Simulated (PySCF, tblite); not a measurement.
Isomers of C4H7FO2Si2, one GFN2-xTB conformer each. Single-point energies are computed at PBE0/pcSseg-1 (PySCF, gas phase, no added dispersion term), electronic only.

Question: Rank them by PBE0/pcSseg-1 energy, lowest first (kJ/mol).
A. `[O:1]=[C:2]1[O:3][CH2:4][CH:5]=[C:6]1[SiH2:7][SiH2:8][F:9]` with C5–C6–Si7–Si8 180°, C6–Si7–Si8–F9 180°
B. `[CH3:1][C:2]1=[C:3]([O:4][CH:5]=[O:6])[SiH2:7][Si@@H:8]1[F:9]` with C2–C3–O4–C5 180°, C3–O4–C5–O6 0°

Answer: A (0.0), B (43.8).

As drawn, the higher has a four-membered ring, which the lower lacks. GFN2-xTB itself gives, in the same order: 0.0, 109.4. Both levels put the same isomer lowest.

Which frontier levels, dipoles and rotational constants go with these structures?

```json
{"SMILES": "O=C1OCC=C1[SiH2][SiH2]F", "HOMO (eV, PBE0/pcSseg-1)": "-8.42", "LUMO (eV)": "-2.01", "dipole (D)": "6.28", "A, B, C (MHz)": "2866, 669.9, 551.7"}
{"SMILES": "CC1=C(OC=O)[SiH2][Si@@H]1F", "HOMO (eV, PBE0/pcSseg-1)": "-7.54", "LUMO (eV)": "-1.11", "dipole (D)": "2.52", "A, B, C (MHz)": "1969, 857.5, 640.0"}
```

What happens when harmonic zero-point energies from GFN2-xTB frequencies are added?

```csv
SMILES,ZPE (kJ/mol),electronic (kJ/mol),with ZPE (kJ/mol)
O=C1OCC=C1[SiH2][SiH2]F,257.8,0.0,0.0
CC1=C(OC=O)[SiH2][Si@@H]1F,261.4,43.8,47.4
```

The zero-point energies span 3.6 kJ/mol. The order is unchanged.
